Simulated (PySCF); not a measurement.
This PySCF input asks for the NMR shieldings of `CC(C)[C@@H]1CCC[S@@+]1C`, [C$_{8}$H$_{17}$S]+; the geometry comes from GFN2-xTB.

```python
import basis_set_exchange as bse
import numpy as np
from pyscf import gto, dft
from pyscf.prop import nmr

atoms = """
C    -2.644970   -0.349143   -0.624628
C    -1.571767   -0.164046    0.448878
C    -1.893948    1.057644    1.306428
C    -0.201409   -0.008479   -0.209779
C     0.258880   -1.189931   -1.056172
C     1.779606   -1.139059   -1.131446
C     2.259345   -0.991288    0.302742
S     1.109021    0.177601    1.107266
C     1.852099    1.762964    0.644363
H    -2.498332   -1.268170   -1.183705
H    -2.641891    0.488326   -1.317942
H    -3.622958   -0.395876   -0.155268
H    -1.554870   -1.052597    1.088150
H    -1.149126    1.205094    2.087858
H    -2.858030    0.926728    1.788919
H    -1.946351    1.954550    0.692992
H    -0.170610    0.919383   -0.784603
H    -0.185711   -1.133103   -2.048477
H    -0.059520   -2.124914   -0.591850
H     2.104281   -0.293879   -1.740763
H     2.187681   -2.045457   -1.576533
H     3.275647   -0.618695    0.402375
H     2.166350   -1.928134    0.851426
H     2.713562    1.929467    1.285277
H     2.152219    1.759178   -0.398481
H     1.119758    2.544450    0.826246
"""
names = dict.fromkeys(["C", "S", "H"], "pcSseg-1")
basis = {el: gto.basis.parse(bse.get_basis(n, elements=[el], fmt="nwchem")) for el, n in names.items()}
mol = gto.M(atom=atoms, basis=basis, charge=1, verbose=0)
mf = dft.RKS(mol, xc="PBE0")
mf.grids.level = 2
mf.grids.alignment = dft.numint.BLKSIZE   # the property module wants whole blocks of grid points
mf.conv_tol = 1e-9
mf.kernel()

calc = nmr.RKS(mf)   # GIAO
C = mf.mo_coeff
Co = C[:, mf.mo_occ > 0]
resp = mf.gen_response(singlet=True, hermi=2)
def vind(x):   # induced exchange potential for any number of trial vectors
    d = np.einsum("pi,xij,qj->xpq", C, 2 * x.reshape(-1, C.shape[1], Co.shape[1]), Co, optimize=True)
    return np.einsum("xpq,pi,qj->xij", resp(d - d.transpose(0, 2, 1)), C, Co, optimize=True).ravel()
mo1, _ = nmr.rhf.solve_mo1(calc, with_cphf=vind)
sigma = calc.kernel(mo1)
for i, s in enumerate(sigma):   # ppm
    w = np.linalg.eigvalsh((s + s.T) / 2)
    print("%2d %-2s iso %8.1f  s11 %8.1f  s22 %8.1f  s33 %8.1f" % (i, mol.atom_pure_symbol(i), w.mean(), *w))
```

Q: Give the expected output.

A: 
```
 0 C  iso    164.6  s11    152.3  s22    154.6  s33    186.9
 1 C  iso    148.2  s11    141.9  s22    144.3  s33    158.5
 2 C  iso    159.0  s11    137.6  s22    153.4  s33    185.9
 3 C  iso     96.1  s11     43.2  s22    101.0  s33    144.0
 4 C  iso    146.5  s11    118.6  s22    159.2  s33    161.8
 5 C  iso    153.4  s11    118.4  s22    166.4  s33    175.4
 6 C  iso    136.6  s11     97.5  s22    144.1  s33    168.3
 7 S  iso    406.6  s11    256.5  s22    425.8  s33    537.3
 8 C  iso    155.7  s11    130.9  s22    148.0  s33    188.2
 9 H  iso     30.3  s11     24.6  s22     29.6  s33     36.7
10 H  iso     30.9  s11     27.2  s22     28.6  s33     36.8
11 H  iso     30.0  s11     25.0  s22     27.3  s33     37.8
12 H  iso     29.9  s11     26.8  s22     29.0  s33     33.9
13 H  iso     30.6  s11     24.9  s22     31.4  s33     35.5
14 H  iso     29.8  s11     24.9  s22     26.9  s33     37.6
15 H  iso     30.6  s11     27.6  s22     28.4  s33     35.8
16 H  iso     28.7  s11     26.7  s22     27.7  s33     31.6
17 H  iso     28.8  s11     22.7  s22     28.2  s33     35.5
18 H  iso     29.8  s11     24.3  s22     29.6  s33     35.6
19 H  iso     29.4  s11     25.4  s22     26.9  s33     35.7
20 H  iso     28.8  s11     23.1  s22     25.7  s33     37.7
21 H  iso     28.5  s11     23.1  s22     26.2  s33     36.3
22 H  iso     28.3  s11     23.0  s22     25.6  s33     36.4
23 H  iso     28.9  s11     23.5  s22     25.0  s33     38.2
24 H  iso     29.1  s11     23.8  s22     28.1  s33     35.3
25 H  iso     28.9  s11     23.2  s22     27.4  s33     36.1
```

These numbers come from an equivalent density-fitted implementation of the same equations, which agrees with the script to about 0.01 ppm for H and up to a few tenths of a ppm for heavy atoms, so last digits may differ.

Q: Turn these shieldings into chemical shifts. Chemical shifts δ = σref − σ; 13C (186.93 ppm), 1H (31.72 ppm) vs TMS; CS2 for 33S (503.73 ppm), all at this level.

A: Averaging equivalent atoms: C 3: 90.9; C 6: 50.3; C 4: 40.4; C 1: 38.7; C 5: 33.5; C 8: 31.2; C 2: 27.9; C 0: 22.3; S 7: 97; H 22: 3.39; H 21: 3.18; H 16: 3.05; H 17: 2.90; H 20: 2.88; H 23/24/25: 2.74; H 19: 2.36; H 18: 1.88; H 12: 1.82; H 13/14/15: 1.39; H 9/10/11: 1.31 ppm. 

Size and cost of the density-fitted run: 245 basis functions, 81 s wall time on 1 thread of an Intel Xeon, shared host; peak memory 1.2 GiB.
